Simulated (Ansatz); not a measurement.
`C=[N][AlH][SiH2]Br` and `C=[N][AlH][SH]` differ in one atom or group.

Ansatz, PBE0-D4/def2-TZVP geometries, multiplicity 1. Each molecule was computed in one conformer, which needn't be the lowest.

Scalar relativity is left out up to krypton.

```tsv
property	`C=[N][AlH][SiH2]Br`
LUMO energy (PBE/def2-TZVPP) / eV	-2.30
ideal-gas entropy at 298 K and 1 bar (rigid rotor, harmonic PBE0-D4/def2-TZVP) / J/(mol·K)	400
zero-point energy (PBE0-D4/def2-TZVP) / kJ/mol	145.5
HOMO–LUMO gap (B3LYP/def2-TZVPP) / eV	5.22
size of the dipole moment (B3LYP/def2-TZVPP) / D	1.76
HOMO energy (B3LYP/def2-TZVPP) / eV	-6.78
```

Question: What does the change do to each property? (Estimate.)

Answer: The calculation gave: 
```tsv
property	`C=[N][AlH][SH]`	shift
LUMO energy (PBE/def2-TZVPP) / eV	-2.26	0.04
ideal-gas entropy at 298 K and 1 bar (rigid rotor, harmonic PBE0-D4/def2-TZVP) / J/(mol·K)	335	-65
zero-point energy (PBE0-D4/def2-TZVP) / kJ/mol	121.6	-23.9
HOMO–LUMO gap (B3LYP/def2-TZVPP) / eV	5.15	-0.07
size of the dipole moment (B3LYP/def2-TZVPP) / D	1.48	-0.28
HOMO energy (B3LYP/def2-TZVPP) / eV	-6.52	0.26
```

The zero-point energy changes by -23.9 kJ/mol with -6 modes. Dipoles are sizes alone; their direction can turn. Modes under 60 cm⁻¹, often nearly free rotors, make the harmonic entropy too high.

B3LYP here is the variant with VWN-RPA as its local correlation; programs differ in this.

Spin–orbit coupling is left out; it splits and shifts lone-pair levels of the heavy atoms by tenths of an eV.
